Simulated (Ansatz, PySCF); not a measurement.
This PySCF input computes a SVWN5/def2-TZVPD energy:

```python
from pyscf import gto, scf, dft

mol = gto.M(
    atom='''
    Ca   -0.00000000   -0.00000000   -0.52111138
    O     0.00000000    0.00000000    1.30277845
    ''',
    basis='def2-tzvpd',
    charge=0,
    spin=0,
    verbose=4,
)

mf = dft.RKS(mol, xc='svwn').density_fit(auxbasis='def2-universal-jkfit')
mf.grids.level = 3
mf.conv_tol = 1e-9
mf.max_cycle = 100
mf.max_memory = 1500
mf.kernel()
if not mf.converged:
    mf = mf.newton()
    mf.kernel(mf.make_rdm1())
mf.analyze()
```

Problem. Write an input for the same energy in Ansatz (a program for electronic structure) and say what it gives.

Solution. 
Ansatz 0.2 input:
```yaml
crystal:
  periodic: [false, false, false]
  atoms:
    - {symbol: Ca, position_ang: [-0.00000000, -0.00000000, -0.52111138]}
    - {symbol: O, position_ang: [0.00000000, 0.00000000, 1.30277845]}
basis:
  gaussian:
    orbitals: def2-TZVPD
hamiltonian:
  xc: {name: SVWN5}
output: {forces: true}
```
It gives -750.46330 Eh, and PySCF -750.46333 Eh, a difference of 0.03 mEh, from the treatment of integrals and grids.
